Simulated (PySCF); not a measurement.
Dipole moment and polarisability of `CCN(C)c1ccccc1`

Compound: C9H13N.
SMILES with atom numbers: `[CH3:1][CH2:2][N:3]([CH3:4])[c:5]1[cH:6][cH:7][cH:8][cH:9][cH:10]1` (hydrogens: H11, H12, H13 on C1; H14, H15 on C2; H16, H17, H18 on C4; H19 on C6; H20 on C7; H21 on C8; H22 on C9; H23 on C10)

Geometry (PBE0-D3(BJ)/def2-SVP, Å), atoms numbered from 1 in this order:
```xyz
23
C9H13N angstrom
C     -2.678    0.376    0.554
C     -1.935    0.040   -0.733
N     -0.749   -0.764   -0.545
C     -0.906   -2.193   -0.501
C      0.435   -0.198   -0.116
C      1.544   -1.007    0.218
C      2.749   -0.440    0.622
C      2.902    0.940    0.721
C      1.810    1.748    0.408
C      0.598    1.200    0.003
H     -2.033    0.934    1.249
H     -3.011   -0.540    1.067
H     -3.569    0.989    0.346
H     -2.602   -0.507   -1.418
H     -1.664    0.963   -1.270
H     -0.173   -2.705   -1.148
H     -1.907   -2.455   -0.868
H     -0.799   -2.609    0.519
H      1.470   -2.092    0.158
H      3.585   -1.102    0.867
H      3.849    1.378    1.043
H      1.895    2.835    0.485
H     -0.229    1.874   -0.220
```

Level: PBE0/def2-SVPD (PySCF), static field, nuclei fixed, core orbitals frozen in the response. The polarisability tensor in these axes (au):

```
x   147.41   9.12  16.21
y     9.12 123.85   5.17
z    16.21   5.17  82.89
```

Q: Give the principal values, the mean and the anisotropy Δα = √{½[(α1 − α2)² + (α2 − α3)² + (α1 − α3)²]}.

A: Principal values 78.84, 120.74 and 154.56 au; mean 118.05 au = 17.49 Å³ = 19.46 × 10⁻⁴⁰ C²·m²/J; Δα = 65.70 au (56 % of the mean).

Q: What is the dipole moment, and where does it point?

A: (-1.93, -0.76, -0.37) D, 2.11 D in size, pointing from the negative to the positive side. Measured along this direction, the outermost atoms are H21 at the negative end and H13, H14, H17 and H12 at the positive end.

Q: How large is μ²/3kT at 298 K beside α?

A: In Gaussian units μ²/3kT = 35.97 Å³ against 17.49 Å³, a ratio of 2.06; the Debye molar polarisation (4π/3)N_A(α + μ²/3kT) is 134.9 cm³/mol, leaving out the vibrational part.

Q: Estimate the molar refractivity from the static electronic polarisability.

A: Lorentz–Lorenz: R = (4π/3)N_A α = 2.5225 cm³/(mol·Å³) × 17.49 Å³ = 44.1 cm³/mol, in the limit of long wavelengths.

Q: Traceless (Buckingham) quadrupole moment about the centre of nuclear charge: eigenvalues?

A: -9.22, 4.13, 5.08 D·Å. The values depend on the origin, since the dipole doesn't vanish. The electronic extent ⟨r²⟩ about the same centre is 1630 bohr², a root-mean-square distance of 2.48 Å for the 74 electrons.

Isolated species at its PBE0-D3(BJ)/def2-SVP geometry (one conformer only).
